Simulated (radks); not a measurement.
Spherical quantum dot in the effective-mass picture: electrons in a hard-walled sphere of radius 1.96, with a point charge +1 (a donor) at the centre, all in effective atomic units (hartree* = m*/eps^2 hartree, bohr* = eps/m* bohr), one dielectric constant everywhere. Method: non-relativistic Kohn-Sham, PBE, spin-polarised, spherical densities; computed with a radial shooting solver with Libxc functionals. Levels are named by radial order and angular momentum (1s, 1p, 1d, 2s, ...), and open shells are averaged over m.

N = 7, configuration 1s2 1p(up 3, down 2). This is the lowest configuration that the search found. Occupied and some empty levels:

| level | occupation | eigenvalue (hartree*) | <r> (bohr*) |
|---|---|---|---|
| 1s up | 1 | 5.0109 | 0.9928 |
| 1s down | 1 | 5.0599 | 0.9888 |
| 1p up | 3 | 6.3096 | 1.197 |
| 1p down | 2 | 6.3686 | 1.196 |
| 1d up | 0 | 7.8974 | 1.296 |
| 1d down | 0 | 7.9578 | 1.296 |
| 2s up | 0 | 8.4505 | 0.9355 |
| 2s down | 0 | 8.4810 | 0.9369 |
| 1f up | 0 | 9.8414 | 1.364 |
| 1f down | 0 | 9.9015 | 1.365 |

Energy (hartree*): total 23.7514, kinetic 15.873, external -7.0997, Hartree 19.279, exchange-correlation -4.3011.
